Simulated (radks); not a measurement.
Coulomb parameter of the 4f shell of the erbium ion Er2+ in the model configuration [Xe] 4f11 6s1, as a second difference U = [E(n + 1) + E(n - 1) - 2 E(n)] / (1)^2 with all orbitals relaxed. "Bare": the charge of the atom changes with n. "Screened": the 6s shell takes up the change at fixed total charge, which measures U(4f,4f) + U(6s,6s) - 2 U(4f,6s). Method: Dirac Kohn-Sham, PBEsol, spin-unpolarised, spherical densities, finite nucleus; open shells are shared between the two j in proportion to 2j + 1; Fermi nuclear charge, rms radius 5.2516 fm; computed with a radial shooting solver on a logarithmic mesh with Libxc functionals.

case         configuration  E - E(n) (eV)
start        [Xe] 4f11 6s1          0.000
bare +1      [Xe] 4f12 6s1        -17.804
bare -1      [Xe] 4f10 6s1         36.079
screened +1      [Xe] 4f12         -5.964
screened -1  [Xe] 4f10 6s2         13.526

U(bare) = 18.275 eV, U(screened by 6s) = 7.562 eV.
